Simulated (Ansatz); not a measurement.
Species: sum formula GeSiH3, charge 0, multiplicity 2. It need not be the lowest isomer of its formula. 
Geometry from a B3LYP-D3(BJ)/def2-TZVP (Ansatz, a program for electronic structure) optimisation:
```
Si
H 1 1.4881
H 1 1.4885 2 106.77
Ge 1 2.3705 2 123.33 3 -180.00
H 4 1.5995 1 87.09 2 180.00
```
Charge 0, spin multiplicity 2.

Computed values are from Ansatz. Valence correlation only, unless marked. UHF or UKS for open shells. No spin-orbit coupling. Frozen are the shells of the preceding noble gas and the d and f shells that filled before the atom's block. No relativistic terms. Basis-set limits of correlation are two-point, X^-3; Hartree-Fock from the larger set. [CCSD(T)-MP2]/basis is that difference in the basis named.

| Quantity | Value |
|---|---|
| atomisation energy De | 1153.7 kJ/mol at RI-MP2/CBS(def2-TZVPPD,def2-QZVPPD)+[CCSD(T)-MP2]/def2-TZVPPD |
| total energy | -2366.3179 Eh at RI-MP2/CBS(def2-TZVPPD,def2-QZVPPD)+[CCSD(T)-MP2]/def2-TZVPPD |
| dipole moment | 0.70 D at CCSD(T)/def2-SVPD |
| T1 diagnostic | 0.020 at CCSD/def2-TZVPPD |
